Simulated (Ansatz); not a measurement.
cis-NiBr2(NH3)2 (NiBr₂N₂H₆): single points at one geometry.

```yaml
crystal:
  periodic: [false, false, false]
  atoms:
    - {symbol: Ni, position_ang: [0.566955, 0.569055, 0.001822]}
    - {symbol: Br, position_ang: [2.877501, 0.503130, 0.033715]}
    - {symbol: Br, position_ang: [0.493073, 2.879462, -0.022306]}
    - {symbol: N, position_ang: [-1.385872, 0.619495, -0.012909]}
    - {symbol: H, position_ang: [-1.839318, 0.281794, 0.850214]}
    - {symbol: H, position_ang: [-1.853219, 0.152928, -0.805488]}
    - {symbol: H, position_ang: [-1.577051, 1.639752, -0.083003]}
    - {symbol: N, position_ang: [0.624414, -1.383601, 0.010559]}
    - {symbol: H, position_ang: [1.643370, -1.571673, 0.103479]}
    - {symbol: H, position_ang: [0.310928, -1.832755, -0.863894]}
    - {symbol: H, position_ang: [0.139219, -1.857586, 0.787812]}
basis:
  gaussian: {orbitals: def2-TZVP, initial_orbitals: start.molden}
hamiltonian: {xc: pbe0, dispersion: d4}
scf: {omitted_lower_state_checks: [starts]}
output: {orbitals: {seedname: orbitals}}
```

The file start.molden holds the orbitals of an earlier run on this structure, at another level or in another basis.

```sh
$ ansatz run in.yaml --threads 4 --pin off --events-out ev --progress --plain --max-ram 8704MiB
```

It prints (some lines left out):

```
Functional definition: PBE0
1938 factors; their error is unknown
mean field evaluation 1: about -184189.3675 eV, gradient 2.1e2 eV
mean field evaluation 2: about -184192.4529 eV, gradient 6.2e0 eV
mean field evaluation 4: about -184192.6125 eV, gradient 7.2e-4 eV
mean field evaluation 8: about -184193.5683 eV, gradient 1.6e-5 eV
mean field -184193.56829758 eV, -6768.9887840513 hartree, gradient 1.6e-5 eV, S^2 0.000000; 0 other end points of the search recorded, 0 dependent functions left out
reference -184193.56832904 eV, -6768.9887852074 hartree; 59, 59 occupied and 180, 180 virtual orbitals, 1938 factors
Total energy: -184193.83917776 eV, -6768.9987387144 hartree
Checks for a lower state left out: starts
```

Hardware: 4 threads of Arm Neoverse V2 on a shared host. Wall time 8 s, peak host memory 1.1 GiB.

As the first input, with `hamiltonian: {xc: pbe, dispersion: d4}` (abridged; 3.5 s):

```
Functional definition: PBE
mean field -184189.14450816 eV, -6768.8262127887 hartree, gradient 2.1e-5 eV, S^2 0.000000
Total energy: -184189.46052856 eV, -6768.8378263240 hartree
Checks for a lower state left out: starts
```

The first input with `gaussian: {orbitals: def2-SVP, initial_orbitals: start.molden}` (abridged; 3.4 s):

```
Functional definition: PBE0
mean field -184167.10595524 eV, -6768.0163109071 hartree, gradient 4.3e-5 eV, S^2 0.000000
Total energy: -184167.37684481 eV, -6768.0262659150 hartree
Checks for a lower state left out: starts
```

As the first input, with `gaussian: {orbitals: def2-SVP, initial_orbitals: start.molden}`, `hamiltonian: {xc: pbe, dispersion: d4}` (abridged; 1.9 s):

```
Functional definition: PBE
mean field -184162.24031823 eV, -6767.8375020450 hartree, gradient 1.4e-5 eV, S^2 0.000000
Total energy: -184162.55635499 eV, -6767.8491161819 hartree
Checks for a lower state left out: starts
```

First input, but with `hamiltonian: {xc: {name: B97M-V}}`, `output: {forces: true, orbitals: {seedname: orbitals}}` (abridged; 17 s):

```
Functional definition: B97M-V
mean field -184185.63239896 eV, -6768.6971451560 hartree, gradient 2.6e-5 eV, S^2 0.000000
Total energy: -184185.63246023 eV, -6768.6971474077 hartree
Atom 0 force     0.149340     0.149677    -0.001336 eV/Å
Atom 1 force     0.096109     0.021358    -0.003393 eV/Å
Atom 2 force     0.021408     0.096408     0.003358 eV/Å
Atom 3 force    -1.029559     0.213467    -0.006587 eV/Å
Atom 4 force     0.361630     0.257470    -0.660746 eV/Å
Atom 5 force     0.369409     0.364877     0.609358 eV/Å
Atom 6 force     0.100990    -0.905796     0.050460 eV/Å
Atom 7 force     0.217549    -1.028010     0.005289 eV/Å
Atom 8 force    -0.904578     0.098291    -0.067336 eV/Å
Atom 9 force     0.235596     0.360999     0.668478 eV/Å
Atom 10 force     0.382105     0.371258    -0.597545 eV/Å
Dipole moment:    -1.508130    -1.513729    -0.005805 e Å
Checks for a lower state left out: starts
```

First input, but with `hamiltonian: {xc: r2scan, dispersion: d4}`, `output: {forces: true, orbitals: {seedname: orbitals}}` (abridged; 8 s):

```
Functional definition: r2SCAN
mean field -184217.42451241 eV, -6769.8654837759 hartree, gradient 1.4e-5 eV, S^2 0.000000
Total energy: -184217.50015068 eV, -6769.8682634312 hartree
Atom 0 force     0.063839     0.063859    -0.001533 eV/Å
Atom 1 force    -0.021641     0.022422    -0.003689 eV/Å
Atom 2 force     0.022709    -0.021438     0.003269 eV/Å
Atom 3 force    -0.744677     0.132273    -0.004156 eV/Å
Atom 4 force     0.307128     0.172690    -0.438282 eV/Å
Atom 5 force     0.311233     0.246295     0.404496 eV/Å
Atom 6 force     0.120147    -0.609807     0.032629 eV/Å
Atom 7 force     0.135430    -0.743475     0.003460 eV/Å
Atom 8 force    -0.609450     0.118313    -0.043024 eV/Å
Atom 9 force     0.157066     0.307454     0.443344 eV/Å
Atom 10 force     0.258216     0.311414    -0.396513 eV/Å
Dipole moment:    -1.518964    -1.524641    -0.005893 e Å
Checks for a lower state left out: starts
```

The first input with `correlation: {method: mp2}` and without the key `hamiltonian` (abridged; 13 s):

```
Functional definition: HF
mean field -184063.50757358 eV, -6764.2091406028 hartree, gradient 1.1e-6 eV, S^2 0.000000; unrestricted orbitals would lower it
mean field evaluation 16: about -184063.9457 eV, gradient 2.4e0 eV
25 core orbitals not correlated: weight in the atoms' cores, before any rotation towards them, 1.000 or more for the frozen orbitals, at most 0.000 for the correlated occupied ones
second order -44.37165620 eV of doubles, -0.00000000 eV of singles
Total energy: -184107.87922978 eV, -6765.8397688918 hartree
Checks for a lower state left out: starts
```

Geometry: PBE-D4/def2-SVP.

Correlated methods freeze 25 core orbitals; core or outer-core shells of Ni, Br are correlated, in sets that lack core-valence functions. At PBE0-D4/def2-TZVP, MP2/def2-TZVP the restricted singlet (for correlated methods, its reference) is unstable: a solution with broken spin symmetry lies lower. At PBE0-D4/def2-TZVP a triplet of charge 0 lies 0.80 eV below the restricted singlet, each at its own geometry.
